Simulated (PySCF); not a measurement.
A PySCF script (with the pyscf-properties extension) for the NMR shieldings of SMILES C=CP(C)CN(C)C, C6H14NP, on a PBE0-D3(BJ)/def2-SVP geometry:

```python
import basis_set_exchange as bse
import numpy as np
from pyscf import gto, dft
from pyscf.prop import nmr

atoms = """
C     3.426574   -0.593567    0.782730
C     2.170480   -1.042408    0.883632
P     0.878095   -0.983574   -0.389275
C     1.469454    0.336792   -1.526280
C    -0.394827    0.010077    0.558951
N    -1.547708    0.288567   -0.262609
C    -2.317147    1.411220    0.210339
C    -2.363429   -0.873547   -0.511799
H     4.149358   -0.750956    1.589128
H     3.790048   -0.064584   -0.103888
H     1.877499   -1.583398    1.793789
H     0.583089    0.685289   -2.077272
H     1.915767    1.188384   -0.987599
H     2.196298   -0.062393   -2.249196
H     0.067530    0.962731    0.864836
H    -0.644133   -0.542078    1.495435
H    -1.676792    2.302432    0.295705
H    -3.121893    1.642275   -0.505005
H    -2.790077    1.234884    1.203528
H    -2.861170   -1.258024    0.407970
H    -1.745065   -1.685865   -0.922800
H    -3.147316   -0.635026   -1.246796
"""
names = dict.fromkeys(["C", "P", "N", "H"], "pcSseg-1")
basis = {el: gto.basis.parse(bse.get_basis(n, elements=[el], fmt="nwchem")) for el, n in names.items()}
mol = gto.M(atom=atoms, basis=basis, charge=0, verbose=0)
mf = dft.RKS(mol, xc="PBE0")
mf.grids.level = 2
mf.grids.alignment = dft.numint.BLKSIZE   # the property module wants whole blocks of grid points
mf.conv_tol = 1e-9
mf.kernel()

calc = nmr.RKS(mf)   # GIAO
C = mf.mo_coeff
Co = C[:, mf.mo_occ > 0]
resp = mf.gen_response(singlet=True, hermi=2)
def vind(x):   # induced exchange potential for any number of trial vectors
    d = np.einsum("pi,xij,qj->xpq", C, 2 * x.reshape(-1, C.shape[1], Co.shape[1]), Co, optimize=True)
    return np.einsum("xpq,pi,qj->xij", resp(d - d.transpose(0, 2, 1)), C, Co, optimize=True).ravel()
mo1, _ = nmr.rhf.solve_mo1(calc, with_cphf=vind)
sigma = calc.kernel(mo1)
for i, s in enumerate(sigma):   # ppm
    w = np.linalg.eigvalsh((s + s.T) / 2)
    print("%2d %-2s iso %8.1f  s11 %8.1f  s22 %8.1f  s33 %8.1f" % (i, mol.atom_pure_symbol(i), w.mean(), *w))
```

Q: What does it print?

A: 
```
 0 C  iso     57.0  s11    -60.4  s22     63.0  s33    168.3
 1 C  iso     34.7  s11    -89.5  s22     33.2  s33    160.3
 2 P  iso    370.3  s11    332.8  s22    356.8  s33    421.3
 3 C  iso    174.6  s11    159.5  s22    174.1  s33    190.4
 4 C  iso    121.4  s11     92.9  s22    112.0  s33    159.5
 5 N  iso    233.5  s11    190.9  s22    249.4  s33    260.2
 6 C  iso    135.6  s11    107.9  s22    114.7  s33    184.4
 7 C  iso    141.5  s11    112.4  s22    129.3  s33    182.9
 8 H  iso     25.4  s11     22.3  s22     24.2  s33     29.7
 9 H  iso     25.7  s11     22.0  s22     24.0  s33     31.2
10 H  iso     24.8  s11     21.9  s22     23.9  s33     28.6
11 H  iso     29.7  s11     24.1  s22     29.6  s33     35.3
12 H  iso     30.5  s11     27.4  s22     27.8  s33     36.5
13 H  iso     30.2  s11     26.1  s22     26.4  s33     38.1
14 H  iso     29.2  s11     24.4  s22     30.8  s33     32.4
15 H  iso     29.1  s11     24.6  s22     29.5  s33     33.1
16 H  iso     29.0  s11     24.2  s22     27.3  s33     35.6
17 H  iso     28.9  s11     24.7  s22     25.8  s33     36.1
18 H  iso     29.4  s11     26.0  s22     26.3  s33     35.8
19 H  iso     29.8  s11     26.5  s22     26.9  s33     36.1
20 H  iso     28.1  s11     22.6  s22     28.5  s33     33.2
21 H  iso     29.2  s11     24.9  s22     26.5  s33     36.2
```

These numbers come from an equivalent density-fitted implementation of the same equations, which agrees with the script to about 0.01 ppm for H and up to a few tenths of a ppm for heavy atoms, so last digits may differ.

Size and cost of the density-fitted run: 213 basis functions, 32 s wall time on 1 thread of an Intel Xeon 6975P-C, shared host; peak memory 1 GiB.
